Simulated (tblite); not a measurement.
A geometry optimisation, step by step.

Species: C4H14N2Si.
Numbering: `[CH3:1][CH:2]([CH3:3])[N:4]([CH3:5])[NH:6][SiH3:7]` (hydrogens: H8, H9, H10 on C1; H11 on C2; H12, H13, H14 on C3; H15, H16, H17 on C5; H18 on N6; H19, H20, H21 on Si7)

Computed with GFN2-xTB (tblite), gas phase: L-BFGS steps from a force-field or distance-geometry start until the largest atomic force falls under 0.01 eV/Å. 3 of its 38 geometries are shown.

Step 0: E = -633.1972 eV, largest atomic force 0.970 eV/Å
```
atom  x, y, z in Å  |  force x, y, z in eV/Å
C1     -1.122   -1.529   -0.889   -0.172  -0.110   0.066
C2     -1.170   -0.142   -0.227    0.365  -0.423   0.322
C3     -1.659   -0.276    1.231   -0.581   0.047   0.043
N4      0.136    0.557   -0.388   -0.172  -0.076   0.952
C5      0.048    1.972   -0.022    0.209  -0.027  -0.544
N6      1.179   -0.114    0.391   -0.770   0.533  -0.238
Si7     2.650   -0.390   -0.447    0.749  -0.141  -0.509
H8     -0.461   -2.218   -0.360    0.001   0.257  -0.048
H9     -2.127   -1.973   -0.900    0.262   0.205   0.099
H10    -0.798   -1.449   -1.924    0.134   0.080   0.069
H11    -1.917    0.432   -0.775    0.095   0.308  -0.100
H12    -1.795    0.704    1.701    0.150  -0.148  -0.125
H13    -2.654   -0.761    1.256    0.524   0.161  -0.150
H14    -0.988   -0.870    1.845    0.116   0.030  -0.151
H15    -0.156    2.147    1.037    0.005  -0.091   0.217
H16    -0.741    2.466   -0.599    0.059  -0.282   0.025
H17     0.985    2.493   -0.273   -0.143  -0.383   0.046
H18     1.377    0.350    1.277   -0.617  -0.116   0.060
H19     3.554   -1.104    0.493   -0.311   0.202  -0.162
H20     2.404   -1.206   -1.650   -0.028   0.237   0.270
H21     3.245    0.929   -0.774    0.128  -0.264  -0.143
```

Step 18: E = -633.4523 eV, largest atomic force 0.085 eV/Å
```
atom  x, y, z in Å  |  force x, y, z in eV/Å
C1     -1.090   -1.506   -0.871    0.033   0.026   0.005
C2     -1.175   -0.136   -0.202   -0.053   0.021  -0.006
C3     -1.668   -0.280    1.246    0.067   0.005  -0.047
N4      0.109    0.554   -0.351   -0.035  -0.024   0.059
C5      0.052    1.967   -0.048   -0.015   0.000   0.031
N6      1.152   -0.080    0.353    0.082  -0.023  -0.001
Si7     2.649   -0.333   -0.461   -0.043   0.007  -0.002
H8     -0.398   -2.143   -0.329    0.026  -0.020   0.011
H9     -2.071   -1.975   -0.886    0.013  -0.005   0.021
H10    -0.736   -1.399   -1.891    0.021   0.021  -0.004
H11    -1.894    0.476   -0.760   -0.007   0.004   0.010
H12    -1.779    0.693    1.722   -0.010  -0.027  -0.010
H13    -2.635   -0.778    1.252    0.036   0.020   0.020
H14    -0.963   -0.877    1.821   -0.039  -0.007   0.003
H15    -0.126    2.167    1.022    0.002   0.043  -0.045
H16    -0.738    2.428   -0.635   -0.037   0.025   0.008
H17     1.002    2.420   -0.325    0.048  -0.018  -0.011
H18     1.146    0.115    1.354   -0.049  -0.010  -0.052
H19     3.459   -1.040    0.533   -0.011  -0.003  -0.003
H20     2.316   -1.125   -1.638    0.005  -0.041  -0.033
H21     3.379    0.868   -0.905   -0.032   0.006   0.048
```

Step 37: E = -633.4587 eV, largest atomic force 0.010 eV/Å
```
atom  x, y, z in Å  |  force x, y, z in eV/Å
C1     -1.071   -1.499   -0.867    0.002  -0.004   0.000
C2     -1.183   -0.131   -0.198    0.000  -0.002  -0.001
C3     -1.667   -0.281    1.250   -0.001  -0.001   0.003
N4      0.096    0.562   -0.347    0.001  -0.002   0.004
C5      0.055    1.978   -0.055    0.000  -0.001  -0.001
N6      1.138   -0.085    0.344   -0.002  -0.001   0.008
Si7     2.633   -0.343   -0.466   -0.004   0.002   0.001
H8     -0.363   -2.120   -0.325    0.008   0.001   0.000
H9     -2.039   -1.992   -0.883   -0.001   0.002   0.003
H10    -0.714   -1.380   -1.886   -0.003   0.002  -0.001
H11    -1.911    0.473   -0.752    0.000   0.004  -0.003
H12    -1.770    0.689    1.732    0.006   0.002   0.000
H13    -2.636   -0.773    1.263   -0.003   0.003  -0.005
H14    -0.968   -0.889    1.821    0.000  -0.003   0.003
H15    -0.111    2.200    1.011   -0.001  -0.002   0.000
H16    -0.736    2.443   -0.641   -0.001   0.000   0.001
H17     1.011    2.412   -0.348   -0.003  -0.001  -0.005
H18     1.116    0.071    1.350    0.002   0.002  -0.008
H19     3.435   -1.060    0.526   -0.002   0.002   0.000
H20     2.329   -1.137   -1.652   -0.005   0.004  -0.005
H21     3.345    0.879   -0.877    0.007  -0.004   0.006
```

**Question.** Summarise the path.

**Answer.** The energy falls by 6.03 kcal/mol from step 0 to step 37; nine tenths of that is first reached at step 11. It falls at every step. The largest force goes from 0.970 to 0.010 eV/Å. Among the bonds N4–N6 changes most, from 1.465 to 1.408 Å; the atoms move by 0.117 Å rms after alignment.

**Question.** Follow the three bonds and two angles with the largest change from start to end.

**Answer.** 
```json
{"step": "0", "E above end (kcal/mol)": "6.03", "largest force (eV/Å)": "0.970", "N4–N6 (Å)": "1.465", "C2–N4 (Å)": "1.490", "Si7–H19 (Å)": "1.487", "Si7–N6–H18 (°)": "109.3", "N6–Si7–H21 (°)": "108.0"}
{"step": "2", "E above end (kcal/mol)": "3.96", "largest force (eV/Å)": "0.534", "N4–N6 (Å)": "1.430", "C2–N4 (Å)": "1.478", "Si7–H19 (Å)": "1.470", "Si7–N6–H18 (°)": "109.8", "N6–Si7–H21 (°)": "107.3"}
{"step": "3", "E above end (kcal/mol)": "3.26", "largest force (eV/Å)": "0.454", "N4–N6 (Å)": "1.420", "C2–N4 (Å)": "1.470", "Si7–H19 (Å)": "1.463", "Si7–N6–H18 (°)": "111.4", "N6–Si7–H21 (°)": "107.6"}
{"step": "5", "E above end (kcal/mol)": "2.15", "largest force (eV/Å)": "0.587", "N4–N6 (Å)": "1.416", "C2–N4 (Å)": "1.460", "Si7–H19 (Å)": "1.460", "Si7–N6–H18 (°)": "115.6", "N6–Si7–H21 (°)": "109.5"}
{"step": "6", "E above end (kcal/mol)": "1.66", "largest force (eV/Å)": "0.391", "N4–N6 (Å)": "1.415", "C2–N4 (Å)": "1.460", "Si7–H19 (Å)": "1.463", "Si7–N6–H18 (°)": "117.5", "N6–Si7–H21 (°)": "111.0"}
{"step": "8", "E above end (kcal/mol)": "1.14", "largest force (eV/Å)": "0.204", "N4–N6 (Å)": "1.415", "C2–N4 (Å)": "1.464", "Si7–H19 (Å)": "1.467", "Si7–N6–H18 (°)": "118.8", "N6–Si7–H21 (°)": "113.0"}
{"step": "10", "E above end (kcal/mol)": "0.76", "largest force (eV/Å)": "0.242", "N4–N6 (Å)": "1.414", "C2–N4 (Å)": "1.465", "Si7–H19 (Å)": "1.464", "Si7–N6–H18 (°)": "119.0", "N6–Si7–H21 (°)": "114.8"}
{"step": "11", "E above end (kcal/mol)": "0.59", "largest force (eV/Å)": "0.213", "N4–N6 (Å)": "1.414", "C2–N4 (Å)": "1.464", "Si7–H19 (Å)": "1.462", "Si7–N6–H18 (°)": "119.4", "N6–Si7–H21 (°)": "115.8"}
{"step": "13", "E above end (kcal/mol)": "0.37", "largest force (eV/Å)": "0.142", "N4–N6 (Å)": "1.413", "C2–N4 (Å)": "1.463", "Si7–H19 (Å)": "1.462", "Si7–N6–H18 (°)": "120.2", "N6–Si7–H21 (°)": "117.2"}
{"step": "14", "E above end (kcal/mol)": "0.30", "largest force (eV/Å)": "0.153", "N4–N6 (Å)": "1.412", "C2–N4 (Å)": "1.463", "Si7–H19 (Å)": "1.462", "Si7–N6–H18 (°)": "120.3", "N6–Si7–H21 (°)": "117.5"}
{"step": "16", "E above end (kcal/mol)": "0.20", "largest force (eV/Å)": "0.086", "N4–N6 (Å)": "1.410", "C2–N4 (Å)": "1.465", "Si7–H19 (Å)": "1.463", "Si7–N6–H18 (°)": "120.1", "N6–Si7–H21 (°)": "117.5"}
{"step": "18", "E above end (kcal/mol)": "0.15", "largest force (eV/Å)": "0.085", "N4–N6 (Å)": "1.409", "C2–N4 (Å)": "1.465", "Si7–H19 (Å)": "1.464", "Si7–N6–H18 (°)": "119.8", "N6–Si7–H21 (°)": "116.9"}
{"step": "19", "E above end (kcal/mol)": "0.12", "largest force (eV/Å)": "0.071", "N4–N6 (Å)": "1.409", "C2–N4 (Å)": "1.465", "Si7–H19 (Å)": "1.464", "Si7–N6–H18 (°)": "119.8", "N6–Si7–H21 (°)": "116.6"}
{"step": "21", "E above end (kcal/mol)": "0.09", "largest force (eV/Å)": "0.047", "N4–N6 (Å)": "1.409", "C2–N4 (Å)": "1.464", "Si7–H19 (Å)": "1.465", "Si7–N6–H18 (°)": "120.3", "N6–Si7–H21 (°)": "116.3"}
{"step": "23", "E above end (kcal/mol)": "0.06", "largest force (eV/Å)": "0.070", "N4–N6 (Å)": "1.408", "C2–N4 (Å)": "1.463", "Si7–H19 (Å)": "1.465", "Si7–N6–H18 (°)": "120.6", "N6–Si7–H21 (°)": "116.3"}
{"step": "24", "E above end (kcal/mol)": "0.05", "largest force (eV/Å)": "0.049", "N4–N6 (Å)": "1.408", "C2–N4 (Å)": "1.463", "Si7–H19 (Å)": "1.465", "Si7–N6–H18 (°)": "120.6", "N6–Si7–H21 (°)": "116.2"}
{"step": "26", "E above end (kcal/mol)": "0.03", "largest force (eV/Å)": "0.037", "N4–N6 (Å)": "1.408", "C2–N4 (Å)": "1.463", "Si7–H19 (Å)": "1.464", "Si7–N6–H18 (°)": "120.3", "N6–Si7–H21 (°)": "115.8"}
{"step": "27", "E above end (kcal/mol)": "0.03", "largest force (eV/Å)": "0.050", "N4–N6 (Å)": "1.408", "C2–N4 (Å)": "1.463", "Si7–H19 (Å)": "1.463", "Si7–N6–H18 (°)": "120.2", "N6–Si7–H21 (°)": "115.7"}
{"step": "29", "E above end (kcal/mol)": "0.01", "largest force (eV/Å)": "0.041", "N4–N6 (Å)": "1.408", "C2–N4 (Å)": "1.462", "Si7–H19 (Å)": "1.463", "Si7–N6–H18 (°)": "120.3", "N6–Si7–H21 (°)": "115.6"}
{"step": "31", "E above end (kcal/mol)": "0.01", "largest force (eV/Å)": "0.025", "N4–N6 (Å)": "1.408", "C2–N4 (Å)": "1.462", "Si7–H19 (Å)": "1.463", "Si7–N6–H18 (°)": "120.5", "N6–Si7–H21 (°)": "115.7"}
{"step": "32", "E above end (kcal/mol)": "0.00", "largest force (eV/Å)": "0.022", "N4–N6 (Å)": "1.408", "C2–N4 (Å)": "1.463", "Si7–H19 (Å)": "1.464", "Si7–N6–H18 (°)": "120.6", "N6–Si7–H21 (°)": "115.6"}
{"step": "34", "E above end (kcal/mol)": "0.00", "largest force (eV/Å)": "0.017", "N4–N6 (Å)": "1.408", "C2–N4 (Å)": "1.463", "Si7–H19 (Å)": "1.464", "Si7–N6–H18 (°)": "120.5", "N6–Si7–H21 (°)": "115.4"}
{"step": "35", "E above end (kcal/mol)": "0.00", "largest force (eV/Å)": "0.013", "N4–N6 (Å)": "1.408", "C2–N4 (Å)": "1.463", "Si7–H19 (Å)": "1.464", "Si7–N6–H18 (°)": "120.5", "N6–Si7–H21 (°)": "115.3"}
{"step": "37", "E above end (kcal/mol)": "0.00", "largest force (eV/Å)": "0.010", "N4–N6 (Å)": "1.408", "C2–N4 (Å)": "1.463", "Si7–H19 (Å)": "1.464", "Si7–N6–H18 (°)": "120.5", "N6–Si7–H21 (°)": "115.3"}
```
